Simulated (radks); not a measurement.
Question: The mean radii <r> (bohr) of the occupied orbitals of an atom or ion are listed with their occupations. Method: scalar-relativistic Kohn-Sham, Slater X-alpha with alpha = 0.719, spin-unpolarised, spherical densities, finite nucleus; Fermi nuclear charge, rms radius of each element as measured or else 0.836 A^(1/3) + 0.57 fm; computed with a radial shooting solver on a logarithmic mesh with Libxc functionals.

| orbital | occ. | <r> |
|---|---|---|
| 1s | 2 | 0.01633 |
| 2s | 2 | 0.06877 |
| 2p | 6 | 0.06233 |
| 3s | 2 | 0.1776 |
| 3p | 6 | 0.1792 |
| 3d | 10 | 0.1623 |
| 4s | 2 | 0.3916 |
| 4p | 6 | 0.4173 |
| 4d | 10 | 0.4392 |
| 5s | 2 | 0.8723 |
| 4f | 14 | 0.4659 |
| 5p | 6 | 0.9965 |
| 5d | 9 | 1.294 |

Name the element and its charge.

Answer: Z = 81, thallium, charge +4: Tl4+ in [Xe] 4f14 5d9. The 1s radius gives Z: for a bare nucleus <r> = (2 gamma + 1)/(2Z) with gamma = sqrt(1 - (Z/c)^2), 0.01613 bohr for Z = 81, and screening makes it slightly larger (0.01633 here). The occupations add up to 77, and the charge is Z minus that.
